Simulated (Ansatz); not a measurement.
Ca₃ (the lowest singlet isomer of a short search) was relaxed with PBE0 (def2-TZVP) in Ansatz in these states: neutral quintet, neutral singlet, neutral triplet. The geometries follow in no particular order.

A:

```tsv
atom	x (Å)	y (Å)	z (Å)
Ca1	-0.2480	0.3533	-2.2246
Ca2	-1.4282	-1.3800	1.0970
Ca3	1.6762	1.0267	1.1276
```

B:

```xyz
3

Ca   -1.744   -0.839   -0.668
Ca    0.947    1.738   -0.989
Ca    0.797   -0.900    1.658
```

C:

```csv
atom,x (Å),y (Å),z (Å)
Ca1,0.3152,1.6053,1.1515
Ca2,1.5379,-0.8872,-0.9222
Ca3,-1.8531,-0.7181,-0.2292
```

Q: Judge from the bond lengths which geometry belongs to which state (an estimate).

A: A is the neutral singlet (Ca1–Ca3 3.923 Å, Ca2–Ca3 3.928 Å, Ca1–Ca2 3.928 Å); B is the neutral triplet (Ca1–Ca3 3.446 Å, Ca2–Ca3 3.740 Å, Ca1–Ca2 3.740 Å); C is the neutral quintet (Ca1–Ca3 3.465 Å, Ca2–Ca3 3.465 Å, Ca1–Ca2 3.465 Å).

At PBE0/def2-TZVP a singlet lies 0.51 eV below the neutral triplet. At PBE0/def2-TZVP a singlet lies 1.13 eV below the neutral quintet. These are the stationary points nearest to one start from a short search; other shapes may lie lower in each state.
